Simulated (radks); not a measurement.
Results of a calculation; reference values are marked as such.
Q: Valence configurations of the arsenic ion As+ (all share [Ar]). Code: a radial shooting solver on a logarithmic mesh with Libxc functionals. Model: Dirac Kohn-Sham, PBE, spin-unpolarised, spherical densities, finite nucleus; open shells are shared between the two j in proportion to 2j + 1; Fermi nuclear charge, rms radius 4.0968 fm. Order these by energy: 3d10 4p4; 3d8.5 4s2 4p3.5; 3d10 4s1 4p3; 3d10 4s2 4p2; 3d10 4s1.5 4p2.5; 3d9 4s1.5 4p3.5; 3d9.5 4s2 4p2.5; 3d9 4s2 4p3; 3d9.5 4s1 4p3.5; 3d9 4s1 4p4.

A: From the lowest, in eV above it: 3d10 4s2 4p2 0.000; 3d10 4s1.5 4p2.5 5.028; 3d10 4s1 4p3 10.102; 3d9.5 4s2 4p2.5 19.666; 3d10 4p4 20.378; 3d9.5 4s1 4p3.5 30.229; 3d9 4s2 4p3 41.671; 3d9 4s1.5 4p3.5 47.156; 3d9 4s1 4p4 52.679; 3d8.5 4s2 4p3.5 66.087. NIST lists [Ar] 3d10 4s2 4p2 as the ground configuration; this level of theory agrees among the configurations tried. The energies are those of spherical spin-averaged densities, not of single terms.
